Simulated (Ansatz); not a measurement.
Geometry optimisation, RKS CAM-B3LYP-D4/def2-SVP (Ansatz 0.2.0).

Input file:

```yaml
crystal:
  periodic: [false, false, false]
  atoms:
    - { symbol: Si, position_ang: [0.115743, -0.484882, -0.40335] }
    - { symbol: "N", position_ang: [0.431187, 0.211404, 2.509231] }
    - { symbol: H, position_ang: [-0.504, 0.38879, 2.873368] }
    - { symbol: H, position_ang: [1.105383, 0.592397, 3.169906] }
    - { symbol: H, position_ang: [1.213117, 0.464225, -0.415168] }
    - { symbol: F, position_ang: [-1.284658, 0.199002, -0.014878] }
    - { symbol: F, position_ang: [-0.117125, -1.033876, -1.904616] }
    - { symbol: O, position_ang: [0.396268, -1.835822, 0.525295] }
    - { symbol: H, position_ang: [0.146376, -2.671738, 0.111864] }
    - { symbol: H, position_ang: [0.54801, -0.818799, 2.484749] }
basis:
  gaussian: { orbitals: def2-SVP }
hamiltonian:
  xc: cam_b3lyp
  dispersion: d4
relax:
  f_tol: 0.03
  max_steps: 50
```

Launched with:

```bash
$ ansatz run input.yaml --threads 4 --pin off --max-ram 5120MiB --backend cpu --events-out ev --progress --plain --runs-dir out
```

Task: Where does it end, and by what steps?

Result: The forces met the threshold. The force dipped under the threshold on the way, but the program's further checks kept it going. After 22 steps the energy has fallen by 0.323 eV; H4 moved furthest, 1.02 Å. Joined: Si1–N2 (3.01 → 2.12 Å).

```json
{"step": "0", "energy less start (eV)": "0.0000", "largest force component (eV/Å)": "0.808", "accepted": "yes"}
{"step": "1", "energy less start (eV)": "-0.0607", "largest force component (eV/Å)": "0.726", "accepted": "yes"}
{"step": "2", "energy less start (eV)": "-0.1164", "largest force component (eV/Å)": "0.941", "accepted": "yes"}
{"step": "3", "energy less start (eV)": "-0.1561", "largest force component (eV/Å)": "1.078", "accepted": "yes"}
{"step": "4", "energy less start (eV)": "-0.2178", "largest force component (eV/Å)": "0.824", "accepted": "yes"}
{"step": "5", "energy less start (eV)": "-0.2648", "largest force component (eV/Å)": "0.665", "accepted": "yes"}
{"step": "6", "energy less start (eV)": "-0.2839", "largest force component (eV/Å)": "0.458", "accepted": "yes"}
{"step": "7", "energy less start (eV)": "-0.2631", "largest force component (eV/Å)": "0.631", "accepted": "no"}
{"step": "8", "energy less start (eV)": "-0.3008", "largest force component (eV/Å)": "0.057", "accepted": "yes"}
{"step": "9", "energy less start (eV)": "-0.3016", "largest force component (eV/Å)": "0.049", "accepted": "yes"}
{"step": "10", "energy less start (eV)": "-0.3032", "largest force component (eV/Å)": "0.111", "accepted": "yes"}
{"step": "11", "energy less start (eV)": "-0.2730", "largest force component (eV/Å)": "0.935", "accepted": "no"}
{"step": "12", "energy less start (eV)": "-0.3048", "largest force component (eV/Å)": "0.133", "accepted": "yes"}
{"step": "13", "energy less start (eV)": "-0.3068", "largest force component (eV/Å)": "0.240", "accepted": "yes"}
{"step": "14", "energy less start (eV)": "-0.3153", "largest force component (eV/Å)": "0.040", "accepted": "yes"}
{"step": "15", "energy less start (eV)": "-0.3192", "largest force component (eV/Å)": "0.020", "accepted": "yes"}
{"step": "16", "energy less start (eV)": "-0.2849", "largest force component (eV/Å)": "0.960", "accepted": "no"}
{"step": "17", "energy less start (eV)": "-0.3204", "largest force component (eV/Å)": "0.134", "accepted": "yes"}
{"step": "18", "energy less start (eV)": "-0.3213", "largest force component (eV/Å)": "0.091", "accepted": "yes"}
{"step": "19", "energy less start (eV)": "-0.3223", "largest force component (eV/Å)": "0.039", "accepted": "yes"}
{"step": "20", "energy less start (eV)": "-0.3227", "largest force component (eV/Å)": "0.066", "accepted": "yes"}
{"step": "21", "energy less start (eV)": "-0.3230", "largest force component (eV/Å)": "0.034", "accepted": "yes"}
{"step": "22", "energy less start (eV)": "-0.3231", "largest force component (eV/Å)": "0.013", "accepted": "yes"}
```

```xyz
10
Properties=species:S:1:pos:R:3
Si 0.089 -0.443 0.071
N 0.309 0.003 2.137
H -0.019 0.941 2.374
H 1.279 -0.097 2.442
H 1.023 0.685 -0.121
F -1.461 -0.036 0.376
F -0.111 -0.861 -1.507
O 0.588 -1.937 0.618
H 0.605 -2.570 -0.110
H -0.250 -0.675 2.657
```

Whether the end is a true minimum wasn't checked by a vibrational analysis.

Time of the run: 33 s on 4 threads of Arm Neoverse V1 (shared host), peak memory 0.24 GiB.
